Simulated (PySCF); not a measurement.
H6Te, SMILES [TeH6]. Atoms are numbered in the order given.

```xyz
7

Te     0.0000     0.0000     0.0000
H      0.0000     1.7386     0.0000
H      0.0000    -1.7386     0.0000
H     -1.7386     0.0000     0.0000
H      1.7386     0.0000     0.0000
H      0.0000     0.0000     1.7386
H      0.0000     0.0000    -1.7386
```
Charge 0, spin multiplicity 1.

Geometry optimised at B3LYP-D3(BJ)/def2-TZVP. The def2 effective core potentials stand for the cores of Te; spin–orbit coupling is left out.

Level of theory: PBE0/def2-TZVPD (PySCF).

Isolated molecule, no solvent.

Computed frontier levels, gap, dipole moment and polarisability:
- highest occupied level: -7.18 eV
- lowest empty level: -1.89 eV
- orbital gap: 5.28 eV
- dipole moment: 0.00 D
- quadrupole, principal values (traceless, Buckingham form, about the centre of nuclear charge): 0.00, 0.00, 0.00 D·Å
- mean static polarisability: 57.4 bohr³ (8.51 Å³)
- polarisability, principal values: 57.4, 57.4, 57.4 bohr³
